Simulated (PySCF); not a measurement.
## Atomic charges by several schemes

Species: CH₁₂OSi₄.
Atom-mapped SMILES: `[OH:1][SiH2:2][SiH2:3][CH2:4][SiH2:5][SiH3:6]` (hydrogens: H7 on O1; H8, H9 on Si2; H10, H11 on Si3; H12, H13 on C4; H14, H15 on Si5; H16, H17, H18 on Si6)

Structure used (GFN2-xTB), in Å, numbered top down from 1:
```xyz
18
CH12OSi4 angstrom
O     -1.990    1.037    1.467
Si    -2.494   -0.268    0.628
Si    -0.726   -1.620    0.026
C      0.368   -0.850   -1.342
Si     1.076    0.880   -0.977
Si     2.301    0.946    0.978
H     -1.405    1.690    1.093
H     -3.286    0.193   -0.525
H     -3.409   -0.847    1.608
H      0.193   -1.936    1.136
H     -1.193   -2.923   -0.480
H     -0.210   -0.804   -2.266
H      1.198   -1.529   -1.545
H     -0.075    1.810   -0.932
H      1.848    1.312   -2.155
H      1.461    1.203    2.152
H      3.026   -0.299    1.243
H      3.309    2.012    0.959
```

Density: PBE0/pcSseg-1 (PySCF); schemes: Mulliken, IAO, Hirshfeld and ESP-fitted. One conformer (not necessarily the lowest) at the GFN2-xTB geometry, without solvent, vibrations or thermal averaging.

Give the atomic charges in each scheme.

In e; atoms taken as equivalent share a row and are averaged (×n: the atom named and its like, n in all):

| atom | environment | Mulliken | IAO | Hirshfeld | ESP-fitted |
| --- | --- | --- | --- | --- | --- |
| O1 | silanol oxygen | -0.560 | -0.792 | -0.309 | -0.640 |
| Si2 | oxygen-bound silicon | +0.620 | +0.740 | +0.309 | +0.471 |
| Si3 | SiH2 silicon | +0.238 | +0.400 | +0.233 | +0.171 |
| C4 | sp3 carbon bound to silicon | -0.821 | -0.791 | -0.243 | -0.378 |
| Si5 | SiH2 silicon | +0.261 | +0.449 | +0.245 | +0.278 |
| Si6 | SiH3 silicon | +0.181 | +0.268 | +0.211 | +0.198 |
| H7 | hydroxyl hydrogen | +0.254 | +0.361 | +0.159 | +0.404 |
| H8/H9 | Si–H hydrogen | -0.103 | -0.133 | -0.082 | -0.098 |
| H10/H11 | Si–H hydrogen | -0.041 | -0.103 | -0.078 | -0.076 |
| H12/H13 | methylene hydrogen | +0.180 | +0.164 | +0.043 | +0.124 |
| H14/H15 | Si–H hydrogen | -0.049 | -0.110 | -0.078 | -0.097 |
| H16/H17/H18 | Si–H hydrogen | -0.049 | -0.091 | -0.072 | -0.070 |

Mean size of the charges over all atoms: IAO 0.283 e, Mulliken 0.213 e, ESP-fitted 0.197 e, Hirshfeld 0.138 e. Each set sums to the total charge, 0, to within 0.001 e. The IAO scheme counts the electrons in orthogonalised intrinsic atomic orbitals, a minimal basis polarised so that it spans the occupied orbitals exactly.

Some averages cover members that differ in this geometry: H14/H15, Mulliken -0.068 to -0.029; H8/H9, ESP-fitted -0.117 to -0.079; H8/H9, IAO -0.147 to -0.118; H14/H15, IAO -0.123 to -0.097 e.

Lowest charge. The schemes don't all agree: Mulliken C4 (-0.821); IAO O1 (-0.792); Hirshfeld O1 (-0.309); ESP-fitted O1 (-0.640).

Highest charge. All schemes agree: Mulliken Si2 (+0.620); IAO Si2 (+0.740); Hirshfeld Si2 (+0.309); ESP-fitted Si2 (+0.471).

Sum the charges by element, for elements with more than one atom.

| element | atoms | Mulliken | IAO | Hirshfeld | ESP-fitted |
| --- | --- | --- | --- | --- | --- |
| Si | 4 | +1.300 | +1.858 | +0.999 | +1.117 |
| H | 12 | +0.081 | -0.275 | -0.447 | -0.100 |

How closely do the schemes follow one another over all atoms?

Correlation coefficient and root-mean-square difference: Mulliken with IAO 0.98, 0.098 e; IAO with ESP-fitted 0.97, 0.142 e; IAO with Hirshfeld 0.96, 0.220 e; Hirshfeld with ESP-fitted 0.94, 0.114 e; Mulliken with ESP-fitted 0.92, 0.122 e; Mulliken with Hirshfeld 0.90, 0.175 e.
